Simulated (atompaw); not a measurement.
**An all-electron radial function and its pseudo partner (lutetium)**

Columns: radius, all-electron u(r) and pseudo u(r) of the 5s shell (level -61.06 eV) of lutetium in the configuration [Kr] 4d10 4f14 5s2 5p6 5d1 6s2 6p0; PBE, scalar-relativistic, PAW (atompaw) scheme, atompaw 4.2.0.5.

```
r (bohr)  all-electron  pseudo
   0.098        0.0598  0.1756
   0.196        0.2848  0.3456
   0.294       -0.3493  0.5049
   0.392       -0.5780  0.6486
   0.490       -0.3313  0.7728
   0.588        0.0988  0.8742
   0.687        0.5104  0.9514
   0.785        0.8119  1.0019
   0.883        0.9958  1.0266
   0.981        1.0796  1.0268
   1.079        1.0886  1.0045
   1.177        1.0467  0.9627
   1.275        0.9735  0.9049
   1.373        0.8836  0.8352
   1.471        0.7873  0.7574
   1.569        0.6916  0.6759
   1.667        0.6007  0.5940
   1.765        0.5171  0.5151
   1.863        0.4418  0.4417
   1.962        0.3746  0.3748
   2.060        0.3166  0.3166
   2.158        0.2664  0.2664
   2.256        0.2234  0.2234
   2.354        0.1868  0.1868
   2.452        0.1558  0.1558
   2.550        0.1296  0.1296
```

(1) How many radial nodes do the two functions have?

(2) At about which radius was the pseudo-wave matched?

(3) Is the pseudo-wave norm-conserving?

## Answers

(1) The all-electron 5s function has n − l − 1 = 4 (the table is too coarse to show those close to the nucleus); the pseudo-wave has 0, since the states of the same l below it are removed with the core.

(2) 2.15 bohr. The columns agree to 0.0005 from 1.86 bohr on; several derivatives are matched, so the curves merge somewhat inside the radius.

(3) No, it belongs to a PAW set: the norm inside the radius is not constrained, and the difference is carried by the augmentation charge.
